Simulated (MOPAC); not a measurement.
Job for MOPAC: PM6 on BrF, a point of a bond scan (R = 2.662 Å).

```
PM6 1SCF PRECISE CHARGE=0 THREADS=1
BrF

Br    -0.00000000 1    -0.00000000 1    -0.36293761 1
F      0.00000000 1     0.00000000 1     2.29860488 1
```

Output:

```
*******************************************************************************
 **                                                                           **
 **                              MOPAC v23.2.5                                **
 **                                                                           **
 *******************************************************************************
 ** MOPAC's Digital Object Identifier: https://doi.org/10.5281/zenodo.6511958 **
 **                                                                           **
 ** Please cite the open-source release paper for use of this MOPAC version:  **
 ** J. E. Moussa and J. J. P. Stewart (2026)                                  **
 ** MOPAC: An open-source semiempirical molecular orbital program             **
 ** J. Open Source Softw., 11(119), 8025, https://doi.org/10.21105/joss.08025 **
 *******************************************************************************

                              PM6 CALCULATION RESULTS

 *******************************************************************************
 *  PM6        - The PM6 Hamiltonian to be used
 *
 *
 *
 *                 CHARGE ON SYSTEM = 0
 *
 *
 *
 *  PRECISE    - TIGHTER CRITERIA TO BE USED
 *  1SCF       - DO 1 SCF AND THEN STOP
 *  THREADS=1  - MULTI-THREADING NOT USED
 *  T=         - A TIME OF 172800.0 SECONDS REQUESTED
 *  DUMP=N     - RESTART FILE WRITTEN EVERY 7200.0 SECONDS REQUESTED
 *******************************************************************************
PM6 1SCF PRECISE CHARGE=0 THREADS=1
 BrF

   ATOM   CHEMICAL          X               Y               Z
  NUMBER   SYMBOL      (ANGSTROMS)     (ANGSTROMS)     (ANGSTROMS)

     1      Br         -0.00000000  *  -0.00000000  *  -0.36293761  *
     2       F          0.00000000  *   0.00000000  *   2.29860488  *



          CARTESIAN COORDINATES

    NO.       ATOM           X           Y           Z

     1        Br         -0.0000     -0.0000     -0.3629
     2         F          0.0000      0.0000      2.2986

 General Reference for PM6:
 "Optimization of Parameters for Semiempirical Methods V: Modification of NDDO Approximations
 and Application to 70 Elements", J. J. P. Stewart, J. Mol. Mod., 13, 1173-1213 (2007)
 URL: https://link.springer.com/article/10.1007/s00894-007-0233-4

           Empirical Formula: Br F  =     2 atoms



      MOLECULAR POINT GROUP   :   C*v


      RHF CALCULATION, NO. OF DOUBLY OCCUPIED LEVELS = 7


 -------------------------------------------------------------------------------
 PM6 1SCF PRECISE CHARGE=0 THREADS=1
 BrF



     1SCF WAS SPECIFIED, SO BFGS WAS NOT USED
     SCF FIELD WAS ACHIEVED


                              PM6 CALCULATION
                                                       MOPAC v23.2.5 Linux




          FINAL HEAT OF FORMATION =         58.50733 KCAL/MOL =     244.79468 KJ/MOL


          COSMO AREA              =         79.77 SQUARE ANGSTROMS
          COSMO VOLUME            =         60.52 CUBIC ANGSTROMS

          IONIZATION POTENTIAL    =         11.383207 EV
          HOMO LUMO ENERGIES (EV) =        -11.383 -4.866
          NO. OF FILLED LEVELS    =          7
          MOLECULAR WEIGHT        =         98.9024         POINT GROUP:  C*v

          MOLECULAR DIMENSIONS (Angstroms)

            Atom       Atom       Distance
            F     2   Br     1     2.66154
            F     2   Br     1     0.00000
           Br     1    F     2     0.00000


          SCF CALCULATIONS        =          1





   ATOM   CHEMICAL          X               Y               Z
  NUMBER   SYMBOL      (ANGSTROMS)     (ANGSTROMS)     (ANGSTROMS)

     1      Br         -0.00000000  *  -0.00000000  *  -0.36293761  *
     2       F          0.00000000  *   0.00000000  *   2.29860488  *

                             CARTESIAN COORDINATES

   1   Br       -0.000000000    -0.000000000    -0.362937610
   2    F        0.000000000     0.000000000     2.298604880


           Empirical Formula: Br F  =     2 atoms



      MOLECULAR POINT GROUP   :   C*v


                  EIGENVALUES
 -42.99077 -25.87550 -17.49116 -17.49116 -11.66411 -11.38321 -11.38321  -4.86631
 112.78072 112.82096 112.82096 113.12652 113.12652


              NET ATOMIC CHARGES AND DIPOLE CONTRIBUTIONS

  ATOM NO.   TYPE          CHARGE      No. of ELECS.   s-Pop       p-Pop       d-Pop
    1         Br          -0.068457        7.0685     1.99987     5.06770     0.00089
    2          F           0.068457        6.9315     1.99937     4.93218
 DIPOLE           X         Y         Z       TOTAL
 POINT-CHG.     0.000     0.000     0.875     0.875
 HYBRID         0.000     0.000    -0.136     0.136
 SUM            0.000     0.000     0.739     0.739


          ATOMIC ORBITAL ELECTRON POPULATIONS

     Atom    s        px        py        pz      x^2-y^2     xz        z^2       yz        xy
    1 Br   1.99987   2.00000   2.00000   1.06770   0.00000   0.00008   0.00073   0.00008   0.00000
    2  F   1.99937   1.99992   1.99992   0.93233

 **********************
 *                    *
 * JOB ENDED NORMALLY *
 *                    *
 **********************




 == MOPAC DONE ==
```

The run finished.

Cost: roughly 0.010 core-seconds.
